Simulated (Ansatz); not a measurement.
```yaml
crystal:
  periodic: [false, false, false]
  atoms:
    - {symbol: F, position_ang: [-0.897799, -2.146371, 0.773167]}
    - {symbol: B, position_ang: [-0.422696, -0.949842, 0.391453]}
    - {symbol: N, position_ang: [0.779856, -0.470492, -0.141494]}
    - {symbol: Si, position_ang: [-0.326165, 0.884188, -0.079295]}
    - {symbol: H, position_ang: [1.694320, -0.877626, -0.418630]}
    - {symbol: H, position_ang: [-0.731990, 1.507215, -1.392072]}
    - {symbol: H, position_ang: [0.038086, 1.950515, 0.857840]}
basis:
  gaussian: {orbitals: def2-TZVP}
total_charge: 1
magnetization: {spin_polarized: true, initial_magnetization: 2}
hamiltonian: {xc: {name: wB97}}
output: {forces: true}
```

```sh
$ ansatz run in.yaml --threads 2 --pin off --events-out ev --progress --plain --max-ram 4352MiB
```

Output, abridged:

```
Error: a molecule whose nuclei and cores have a total charge of 38 cannot have a net charge of 1 together with 2 unpaired electrons
```

In this input the number of unpaired electrons doesn't fit the electron count. The input was rejected before any iteration.
